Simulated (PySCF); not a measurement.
C2BrCl3, SMILES ClC(Cl)=C(Cl)Br. Atoms are numbered in the order given.

```xyz
6

Cl     2.0222    -0.9720     0.0000
C      0.2964    -1.0025     0.0000
Cl    -0.4132    -2.5787     0.0000
C     -0.4566     0.1189     0.0000
Cl    -2.1809     0.0623     0.0000
Br     0.3052     1.8459     0.0000
```

The structure is a stationary point at B3LYP-D3(BJ)/def2-SVP.

Method: TDDFT-PBE/def2-SVPD run with PySCF.

Vertical excitations. Isolated molecule, no solvent. State labels are in the subgroup Cs.

```
state  symmetry  energy (eV)  λ (nm)      f                            main pairs
-----  --------  -----------  ------  -----  ------------------------------------
S1           A"         4.24     292  0.000                        HOMO→LUMO 99 %
S2           A"         4.83     257  0.000                      HOMO→LUMO+2 97 %
S3           A"         5.05     245  0.000                      HOMO→LUMO+3 98 %
S4           A"         5.21     238  0.000                   HOMO−1→LUMO+1 100 %
S5           A'         5.28     235  0.051    HOMO−1→LUMO 70 %, HOMO→LUMO+1 25 %
S6           A'         5.34     232  0.217    HOMO→LUMO+1 65 %, HOMO−1→LUMO 27 %
S7           A'         5.81     214  0.018                    HOMO−1→LUMO+2 91 %
S8           A"         5.96     208  0.000                      HOMO−2→LUMO 97 %
S9           A'         5.98     207  0.010                    HOMO−1→LUMO+3 91 %
S10          A'         6.14     202  0.037  HOMO−2→LUMO+1 74 %, HOMO−5→LUMO 15 %
T1           A'         3.50     354      0                      HOMO→LUMO+1 98 %
T2           A"         3.86     321      0                       HOMO→LUMO 100 %
T3           A"         4.44     279      0                      HOMO→LUMO+2 99 %
T4           A"         4.65     266      0                      HOMO→LUMO+3 99 %
```
Triplets are in the Tamm–Dancoff approximation, which puts them higher than full response would, so one can lie above its singlet here.
